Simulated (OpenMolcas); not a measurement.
## Multiplet structure of Zr2+

```
Program             : OpenMolcas
Method              : XMS-CASPT2, IPEA 0.25 Eh, imaginary shift 0.1 Eh (closed shells correlated: 4s 4p)
Basis               : ANO-RCC-VTZP [7s6p4d2f1g]
Scalar Hamiltonian  : DKH2, point nucleus
Active space        : 2 electrons in 6 orbitals (4d 5s)
State averaging     : 2S+1 = 3 even, 15 roots; 2S+1 = 1 even, 21 roots kept (CI in the orbitals of an earlier block)
Spin-orbit coupling : RASSI with atomic mean-field integrals over the reference wave functions, term energies averaged over their components
```

Spin-free terms above the lowest, with the occupations of the reference:

| Configuration | Term | E (cm-1) | Occupations |
| --- | --- | --- | --- |
| 4d2 | 3F | 0.0 | 4d 2.00 |
| 4d2 | 1D | 4800 | 4d 1.90 5s 0.10 |
| 4d2 | 3P | 7780 | 4d 2.00 |
| 4d2 | 1G | 10490 | 4d 2.00 |
| 4d 5s | 3D | 17310 | 4d 1.00 5s 1.00 |
| 4d 5s | 1D | 22430 | 4d 1.10 5s 0.90 |
| 4d2 | 1S | 22890 | 4d 1.79 5s 0.21 |
| 5s2 | 1S | 43310 | 4d 0.21 5s 1.79 |

With spin-orbit coupling, above the lowest level:

```csv
Configuration,Term,J,E (cm-1),Measured (cm-1),g,Term weight %
4d2,3F,2,0.0,0.0,0.670,99
4d2,3F,3,701,681,1.084,100
4d2,3F,4,1524,1486,1.250,100
4d2,1D,2,5670,5742,1.012,95
4d2,3P,0,8200,8062,,100
4d2,3P,1,8480,8326,1.501,100
4d2,3P,2,9000,8838,1.485,97
4d2,1G,4,11420,11049,1.000,100
4d 5s,3D,1,17590,18399,0.499,100
4d 5s,3D,2,17970,18803,1.166,99
4d 5s,3D,3,18640,,1.334,100
4d 5s,1D,2,23390,25066,1.001,99
4d2,1S,0,23860,23979,,99
5s2,1S,0,44220,48507,,100
```

Against the 12 measured excited levels shown (Moore, Atomic Energy Levels, vol. II, NSRDS-NBS 35 (1971 reprint of NBS Circular 467, 1952); NIST levels as listed in Rynkun, Gaigalas and Jonsson, Astron. Astrophys. 637, A10 (2020)) the mean absolute deviation is 720 cm-1; the largest miss in energy is 5s2 1S0: computed 44220, measured 48507 cm-1 (-8.8 %).

Spin-orbit coupling puts the lowest level 911 cm-1 below the lowest spin-free term.

For 3F the intervals divided by the larger J are 233.7, 205.8 cm-1. Landé's interval rule makes them equal in pure LS coupling; they differ by 13 % of their mean. The multiplet is regular.

CASPT2 breaks the degeneracy within a term, and the mean is taken; among the terms shown or strongly mixed into the levels shown the widest spread is 550 cm-1 (4d2 1G). Over all roots computed the reference weight is 0.87 to 0.94; the roots of lowest weight are the least certain, and an intruder state may touch them. Terms from blocks run as CI alone lack orbitals of their own. A single d shell beside an s shell can misplace configurations of different d count against each other. Measured partners are found by configuration, term and J. A level has none where our copy of the source lacks it or the pairing is in doubt (some pairs that miss far off the trend of their configuration count as doubtful), and it then counts in no deviation. Levels of configurations outside the active space are missing.

The term weight is that of the spin-free term in the level, not the purity of its configuration.
